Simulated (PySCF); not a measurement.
# `ClCC1=C(C)C[C@@H]1F`, C6H8ClF

Cartesian coordinates in Å; atom numbers follow the order of the lines, from 1:
```xyz
16

C     1.5843   -1.0558    0.7954
C     0.6308   -0.0465    0.2898
C    -0.6336   -0.0589   -0.1569
C    -1.6825   -1.0770   -0.3482
Cl   -1.6045   -1.7287   -2.0330
C    -0.6228    1.4119   -0.5020
F    -1.5330    2.1906    0.1719
C     0.8103    1.4405    0.0842
H     2.4854   -1.0537    0.1827
H     1.1441   -2.0492    0.7748
H     1.8784   -0.8138    1.8165
H    -2.6780   -0.6503   -0.2337
H    -1.5490   -1.9302    0.3151
H    -0.7147    1.6651   -1.5616
H     0.8822    2.0230    1.0007
H     1.5951    1.7419   -0.6070
```

Computed, not measured: GIAO B97-2/ANO-RCC-VDZP magnetisability, rotational g tensor and spin-rotation constants, non-relativistic, gas phase (PySCF). Geometry: GFN2-xTB.

(1) Give the nuclear spin-rotation constants along the inertial axes (H = +C I·J) beside the isotropic shieldings.

## Answers

(1) Rotational constants 2.0882, 1.2107, 0.8615 GHz. A star marks the isotopologue with that one atom substituted, in its own axes.
| atom | isotope | Caa (kHz) | Cbb (kHz) | Ccc (kHz) | mean (kHz) | σ (ppm) |
| --- | --- | --- | --- | --- | --- | --- |
| Cl5 | 35Cl | 0.220 | 0.362 | 0.129 | 0.237 | 844.8 |
| F7 | 19F | 1.002 | 0.594 | 0.408 | 0.668 | 389.5 |
| H9 | 1H | -0.243 | -0.080 | -0.012 | -0.111 | 30.2 |
| H10 | 1H | -0.011 | -0.113 | -0.073 | -0.066 | 29.6 |
| H11 | 1H | -0.075 | -0.107 | -0.060 | -0.081 | 30.1 |
| H12 | 1H | -0.214 | 0.030 | -0.066 | -0.083 | 27.8 |
| H13 | 1H | -0.195 | -0.027 | -0.032 | -0.085 | 27.6 |
| H14 | 1H | -0.169 | -0.069 | 0.013 | -0.075 | 26.4 |
| H15 | 1H | 0.039 | -0.138 | -0.073 | -0.057 | 29.5 |
| H16 | 1H | -0.216 | -0.130 | 0.030 | -0.105 | 29.3 |
| C1 | 13C* | 0.293 | 0.156 | 0.107 | 0.185 | 175.4 |
| C2 | 13C* | 0.850 | 0.492 | 0.188 | 0.510 | 36.6 |
| C3 | 13C* | 0.742 | 0.470 | 0.210 | 0.474 | 47.3 |
| C4 | 13C* | 0.342 | 0.235 | 0.128 | 0.235 | 150.6 |
| C6 | 13C* | 0.495 | 0.308 | 0.195 | 0.333 | 104.0 |
| C8 | 13C* | 0.405 | 0.180 | 0.150 | 0.245 | 149.0 |

For the geometry as given, no vibrational averaging.
